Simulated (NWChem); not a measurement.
# One site exchanged: Ga, Al, Bi, Sb

Each species was optimised at PBE0/def2-SVP with NWChem, gas phase unless a solvent is named. Some are not confirmed as minima by frequencies. def2 effective core potentials on Sb, Bi; no spin-orbit coupling.

A: [Cl][GaH][Cl] (GaHCl2)
B: [Cl][AlH][Cl] (AlHCl$_{2}$)
C: [BiH]([Cl])[Cl] (BiHCl₂)
D: [Cl][SbH][Cl] (SbHCl₂)

| quantity | A (Ga) | B (Al) | C (Bi) | D (Sb) |
|---|---|---|---|---|
| Pauling electronegativity of the site (pymatgen's table) | 1.81 | 1.61 | 2.02 | 2.05 |
| electrons in the molecule | 66 | 48 | 118 | 86 |
| dipole (D), PBE0/def2-SVP | 1.70 | 1.09 | 4.02 | 2.93 |
| orbital gap (eV), PBE0/def2-SVP | 7.40 | 7.87 | 5.84 | 6.06 |
| static polarisability, CAM-B3LYP/def2-SVPD (bohr³) | 55.2 | 52.2 | 75.8 | 70.8 |
| lowest singlet excitation, CAM-B3LYP/def2-SVPD, TDA (eV) | 6.14 | 6.60 | 4.58 | 4.85 |

“Dipole (D), PBE0/def2-SVP” runs from 1.09 in B (Al) to 4.02 in C (Bi), rising in step with the number of electrons. “Orbital gap (eV), PBE0/def2-SVP” runs from 5.84 in C (Bi) to 7.87 in B (Al), falling in step with the number of electrons. “Static polarisability, CAM-B3LYP/def2-SVPD (bohr³)” runs from 52.2 in B (Al) to 75.8 in C (Bi), rising in step with the number of electrons. “Lowest singlet excitation, CAM-B3LYP/def2-SVPD, TDA (eV)” runs from 4.58 in C (Bi) to 6.60 in B (Al), falling in step with the number of electrons. The order by orbital gap (eV) is the same as the order by lowest singlet excitation.

These are trends among computed rows of three or four species; they are not measurements.
